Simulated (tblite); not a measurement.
C4H11O2Si (doublet state).
Structure used (GFN2-xTB), in Å, numbered top down from 1:
```
atom  x, y, z in Å
C1    -2.771   -0.101   -0.031
C2    -1.261   -0.112   -0.226
C3    -0.521   -0.423    1.091
C4     0.965   -0.405    0.925
O5     1.570   -1.407    0.179
O6     1.555    0.787    0.793
Si7    2.855    1.204   -0.108
H8    -3.274    0.117   -0.971
H9    -3.120   -1.068    0.329
H10   -3.055    0.657    0.695
H11   -0.927    0.862   -0.588
H12   -0.990   -0.859   -0.976
H13   -0.785    0.330    1.834
H14   -0.839   -1.401    1.463
H15    1.048   -2.213    0.245
H16    4.039    0.442    0.290
H17    2.601    0.987   -1.535
H18    2.903    2.609    0.268
```

Computed values, GFN2-xTB/tblite, gas phase, harmonic and unscaled. This tight-binding method is rough: wavenumbers can miss measured ones by several per cent, in bad cases by 10 to 20. Modes of hydrogen on silicon can be 10 to 20 % off. One conformer, not necessarily the lowest. Open shells enter through the occupations alone, without spin polarisation, and single modes of such species can be off by tens of per cent.

Harmonic wavenumbers (cm⁻¹): 41.3, 70.5, 74.5, 125.1, 136.3, 191.5, 228.9, 235.0, 301.2, 345.7, 475.7, 558.7, 585.8, 635.8, 736.5, 741.0, 783.0, 797.1, 825.0, 886.2, 910.5, 949.3, 1069.2, 1078.2, 1094.7, 1116.0, 1214.4, 1253.1, 1268.5, 1284.5, 1334.6, 1342.4, 1413.1, 1464.5, 1491.3, 1501.0, 1503.9, 2221.3, 2262.2, 2325.0, 2948.1, 2969.6, 2994.3, 2996.2, 3028.7, 3033.1, 3039.5, 3561.7.

A = 4239, B = 1025, C = 928.0 MHz; mass 119.053 u (most abundant isotopes); point group C1, symmetry number 1; spin multiplicity 2.

Question: Zero-point energy?

Answer: ½Σν̃ = 30722 cm⁻¹ = 367.52 kJ/mol.

Question: What is S at 400 K and 1 bar for an ideal gas of classical rigid rotors and harmonic oscillators?

Answer: Translation 174.57, rotation 124.03, vibration 176.34, spin (R ln 2) 5.76: S = 480.7 J/(mol K).

Question: And Cp and H(400 K) − H(0)?

Answer: Cp = 198.05 J/(mol K), of which vibrations give 164.79 (their classical limit is 48 R = 399.1); H(400 K) − H(0) = 48.40 kJ/mol without the zero-point energy, 35.09 from vibrations.

Question: Which modes carry the vibrational entropy at 400 K?

Answer: 41.3 cm⁻¹: 24.18; 70.5 cm⁻¹: 19.74; 74.5 cm⁻¹: 19.29; 125.1 cm⁻¹: 15.02; 136.3 cm⁻¹: 14.32; 191.5 cm⁻¹: 11.58 J/(mol K); the other 42 give 72.20 together.

Question: What must be added to the electronic energy to get the Gibbs energy at 400 K and 1 bar?

Answer: ZPE + [H(400 K) − H(0)] − T·S = 367.52 + 48.40 − 192.28 = 223.64 kJ/mol.

Hindered rotation and anharmonicity are outside this model. Other conformers, if any are populated, would add a mixing term that is left out. The structure is chiral; the term R ln 2 for an equal mix with its mirror image is left out.
